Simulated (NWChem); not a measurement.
Molecule: BH₂S₂Cl; SMILES SB(S)Cl

```xyz
6

B      0.0001     0.0000     0.0000
Cl    -1.7618     0.0062     0.0000
S      0.7952     1.6156     0.0000
H      2.0784     1.1961     0.0000
S      0.7839    -1.6212     0.0000
H      2.0700    -1.2107     0.0000
```
Atoms are numbered in this order, from 1.

Computed with NWChem. Pople sets run with spherical d functions. Coordinates come from a PBE0/def2-SVP optimisation. GIAO values for the isolated, static molecule; σ is the absolute isotropic shielding, δ = σ(reference) − σ with the isolated reference molecule computed at the same levels (11B: boron trifluoride, 1H: tetramethylsilane).

For level Hartree-Fock/6-31G*:

```
Quantity     Result
-----------  ------
δ B1 (ppm)     56.1
σ Cl2 (ppm)   863.2
σ S3 (ppm)    590.9
δ H4 (ppm)     1.94
```

Q: What are these values for level BHandHLYP/pcSseg-1?

A: The δ B1 (ppm) comes out as 52.8. The σ Cl2 (ppm) is 781.3, the σ S3 (ppm) comes out as 513.0 and the δ H4 (ppm) is 2.61.
